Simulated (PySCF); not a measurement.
Zn(Et)2 (C4H10Zn), SMILES C[CH2][Zn][CH2]C. Atoms are numbered in the order given.

```xyz
15

Zn     0.0000     0.0000     0.1692
C      0.6143     1.8656     0.1707
C     -0.3683     2.8786    -0.4352
H      0.8539     2.1436     1.2218
H      1.5870     1.9033    -0.3696
H     -0.6003     2.6538    -1.4978
H     -1.3387     2.8958     0.1046
H      0.0263     3.9189    -0.4104
C     -0.6143    -1.8656     0.1707
C      0.3683    -2.8786    -0.4352
H     -0.8539    -2.1436     1.2218
H     -1.5870    -1.9033    -0.3696
H      0.6003    -2.6538    -1.4978
H      1.3387    -2.8958     0.1046
H     -0.0263    -3.9189    -0.4104
```
Charge 0, spin multiplicity 1.

Coordinates come from a PBE-D3(BJ)/def2-SVP optimisation. The isomer is the one that the SMILES or the coordinates give; other isomers of the formula were not compared. The values are those of a single conformer.

The numbers are results of PBE0/def2-TZVP (PySCF), not measurements.

ESP charges are fitted to the potential on shells at 1.4 to 2.0 van der Waals radii. Atomic charges (e):

| atom | Löwdin | IAO | ESP fit |
|---|---|---|---|
| Zn1 | 0.51 | ___ | 0.37 |
| C2 | -0.52 | ___ | -0.14 |
| C3 | -0.36 | -0.41 | -0.11 |
| H4 | 0.14 | ___ | 0.00 |
| H5 | 0.14 | ___ | 0.00 |
| H6 | 0.12 | 0.13 | 0.02 |
| H7 | 0.12 | 0.13 | 0.01 |
| H8 | 0.11 | 0.13 | 0.03 |
| C9 | -0.52 | ___ | -0.14 |
| C10 | -0.36 | -0.41 | -0.11 |
| H11 | 0.14 | ___ | 0.00 |
| H12 | 0.14 | ___ | 0.00 |
| H13 | 0.12 | 0.13 | 0.02 |
| H14 | 0.12 | 0.13 | 0.01 |
| H15 | 0.11 | 0.13 | 0.03 |

Problem. Some entries are withheld; supply them. (Estimate from the structure and the level; the computed values follow.)

Solution. 
- Zn1, IAO: 1.14
- C2, IAO: -0.80
- H4, IAO: 0.13
- H5, IAO: 0.13
- C9, IAO: -0.80
- H11, IAO: 0.13
- H12, IAO: 0.13
